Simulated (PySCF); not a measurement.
# Computed vibrations of Eu(NH2)2

Eu(NH2)2 (singlet in the valence; each metal's 4f electrons, 7 of them, lie in its core potential, out of spins and levels). PySCF 2.14.0, RKS PBE0, Eu lcecp-0-SVP with ECP53, N def2-SVP, H def2-SVP; non-relativistic Hamiltonian with scalar-relativistic core potentials where named; density fitting; no spin-orbit coupling. Central differences of gradients.

```xyz
7

Eu    0.0000   -0.1552   -0.1613
N     1.9346    0.7082    0.7356
H     2.9198    0.5159    0.5435
H     1.9588    1.4198    1.4697
N    -1.9346    0.7082    0.7356
H    -1.9588    1.4198    1.4697
H    -2.9198    0.5159    0.5435
```

Run from Python with OMP_NUM_THREADS=2. Where DIIS fails, smearing, a level shift and second-order steps follow.
It took 40 s on 2 threads of Intel(R) Xeon(R) 6975P-C (Granite Rapids), on a shared host.

(1) What are the harmonic wavenumbers and infrared intensities?

(2) Is this a minimum?

An lcecp potential fixes the number of 4f electrons, so in runs with it no electron can move into or out of that shell.

Answers

(1) Negative numbers are unstable modes, those under 60 cm⁻¹ near the noise; a finer grid moves soft modes by up to 10 cm⁻¹.
```json
{"cm⁻¹": "85", "km/mol": "2.9"}
{"cm⁻¹": "156", "km/mol": "0.0"}
{"cm⁻¹": "184", "km/mol": "7.1"}
{"cm⁻¹": "285", "km/mol": "21.8"}
{"cm⁻¹": "349", "km/mol": "48.2"}
{"cm⁻¹": "456", "km/mol": "174.1"}
{"cm⁻¹": "457", "km/mol": "0.2"}
{"cm⁻¹": "467", "km/mol": "334.5"}
{"cm⁻¹": "469", "km/mol": "52.1"}
{"cm⁻¹": "1524", "km/mol": "4.8"}
{"cm⁻¹": "1528", "km/mol": "4.5"}
{"cm⁻¹": "3509", "km/mol": "0.8"}
{"cm⁻¹": "3510", "km/mol": "0.0"}
{"cm⁻¹": "3591", "km/mol": "0.1"}
{"cm⁻¹": "3591", "km/mol": "0.3"}
```

(2) Yes. Ideal gas at 298.15 K and 1 bar: S = 357.7 J/(mol K), Cp = 93.8 J/(mol K), H − H(0 K) = 19.9 kJ/mol (rigid rotor, harmonic modes, spin degeneracy alone, that of the 4f electrons in the core included).
